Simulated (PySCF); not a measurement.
C7H6F2 (charge +1 and doublet state).
Atom-mapped SMILES: `[CH3:1][C:2]1=[CH:3][C:4]([F:5])=[C:6]([F:7])[CH:8][CH+:9]1` (hydrogens: H10, H11, H12 on C1; H13 on C3; H14 on C8; H15 on C9)

Structure used (GFN2-xTB), in Å, numbered top down from 1:
```xyz
15
C7H6F2 angstrom
C     -2.163    0.407   -0.243
C     -0.732    0.161   -0.082
C      0.189    1.216    0.010
C      1.529    0.947    0.159
F      2.412    1.915    0.248
C      1.993   -0.407    0.220
F      3.268   -0.638    0.361
C      1.082   -1.465    0.130
C     -0.253   -1.187   -0.019
H     -2.410    1.464   -0.280
H     -2.728   -0.079    0.563
H     -2.539   -0.094   -1.144
H     -0.139    2.244   -0.035
H      1.453   -2.479    0.179
H     -0.965   -1.996   -0.090
```

Method used: UKS B3LYP, pcH-1 on C F H, non-relativistic, mean-field spin-orbit, GIAO (PySCF). Geometry: GFN2-xTB; no solvent, vibrations or thermal averaging. A GFN2-xTB geometry isn't a minimum of the functional, and hyperfine couplings can be far from their values at a DFT geometry, by a factor of two or more for some ions and for spin on atoms past the first row. The SCF solution wasn't tested for stability.

(1) Match the computed a_iso(13C) values +26.4, -20.6, +18.6, -17.4, -11.9, +10.2, +2.4 MHz with the sites C1; C2; C3; C4; C6; C8; C9.

(2) Match the computed a_iso(19F) values +90.5, +41.6 MHz with the sites F5; F7.

Answers

(1) 
| site | a_iso (MHz) | ρ(0) (bohr⁻³) | position | distance from C6 (Å) | spin population | largest \|T\| (MHz) |
| --- | --- | --- | --- | --- | --- | --- |
| C1 | -11.9 | -0.0106 | 1 bond from C2 | 4.26 | -0.01 | 6.6 |
| C2 | +18.6 | +0.0165 | a main spin site | 2.80 | +0.30 | 50.2 |
| C3 | -17.4 | -0.0155 | 1 bond from C2 | 2.43 | -0.08 | 8.9 |
| C4 | +2.4 | +0.0022 | 1 bond from C6 | 1.43 | +0.15 | 29.7 |
| C6 | +26.4 | +0.0235 | largest spin population | 0.00 | +0.35 | 66.5 |
| C8 | -20.6 | -0.0183 | 1 bond from C9 | 1.40 | -0.10 | 10.2 |
| C9 | +10.2 | +0.0091 | a main spin site | 2.39 | +0.21 | 36.4 |

(2) 
```json
{"site": "F5", "a_iso (MHz)": "+41.6", "ρ(0) (bohr⁻³)": "+0.0099", "position": "2 bonds from C6", "distance from C6 (Å)": "2.36", "bound to": "C4", "spin population there": "+0.15", "largest |T| (MHz)": "197.5"}
{"site": "F7", "a_iso (MHz)": "+90.5", "ρ(0) (bohr⁻³)": "+0.0215", "position": "1 bond from C6", "distance from C6 (Å)": "1.30", "bound to": "C6", "spin population there": "+0.35", "largest |T| (MHz)": "389.8"}
```

ρ(0) is the spin density at the nucleus and T the dipolar tensor; entries for several nuclei are means. Largest spin populations (Mulliken): C6 (+0.35), C2 (+0.30), C9 (+0.21) and C4 (+0.15). Main spin sites, with 60 % or more of the largest population: C2, C6, C9; positions count bonds from the nearest.

Examples of negative spin density at the nucleus (bohr⁻³): C8 (-0.0183), C3 (-0.0155) and C1 (-0.0106).

Means are taken over nuclei equivalent by connectivity, which assumes that they swap fast. The three 1H nuclei of mean +56.6 MHz run from -1.4 to 85.7 MHz in the frozen geometry.

C8, the radical centre as drawn in `CC1=CC(F)=C(F)[CH][CH+]1`, holds a spin population of -0.10 out of 1.
